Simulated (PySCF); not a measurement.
Spectrum to structure. Computed with TDDFT PBE0/def2-SVPD, vertical, gas phase, core orbitals frozen in the response (PySCF). Geometries: GFN2-xTB, one conformer each.

```csv
state,E (eV),f,"main configurations (H = HOMO, L = LUMO)"
S1,4.69,0.018,"H→L (62%), H-1→L (34%)"
S2,4.79,0.012,"H→L+1 (62%), H-1→L+1 (34%)"
S3,5.02,0.042,"H-1→L (56%), H→L (34%)"
S4,5.12,0.018,"H-1→L+1 (56%), H→L+1 (32%)"
S5,5.79,0.023,"H-2→L (67%), H-4→L+1 (25%)"
S6,5.98,0.019,H→L+2 (90%)
S7,6.08,0.0003,H-3→L (80%)
S8,6.20,0.0032,"H-3→L+1 (63%), H-3→L (11%), H-2→L+1 (10%)"
```

Question: Which candidate is it? All have the formula C6H7NOS.
A. `n1ccccc1[S@](=O)C`
B. `c1c([S@](C)=O)cncc1`
C. `C=CCC(=S)OCC#N`

Answer: B. Its S1, at 4.69 eV, is the highest among the candidates; the nearest of the others has S1 at 4.35 eV. S1 is HOMO→LUMO (62%), HOMO-1→LUMO (34%). Löwdin shares by element: HOMO oxygen 42%, sulfur 28%, carbon 14% or more (atoms not listed hold the other 16%); LUMO carbon 53% or more, nitrogen 20% (atoms not listed hold the other 28%). At the same level the other candidates give, for their lowest levels:
- `C[S@@](=O)c1ccccn1`: 4.35 eV (f 0.018); 4.81 eV (f 0.024); 4.92 eV (f 0.017); 5.33 eV (f 0.012); 5.67 eV (f 0.083); T1 3.93 eV; HOMO -6.84, LUMO -1.38 eV
- `C=CCC(=S)OCC#N`: 3.05 eV (f 0.000); 5.08 eV (f 0.020); 5.31 eV (f 0.165); 5.48 eV (f 0.002); 5.67 eV (f 0.129); T1 2.63 eV; HOMO -6.79, LUMO -2.01 eV

Conformer computed: `[CH3:1][S@:2](=[O:3])[c:4]1[cH:5][cH:6][cH:7][n:8][cH:9]1`: C1–S2–C4–C5 106°.
Triplets come from the Tamm–Dancoff approximation.
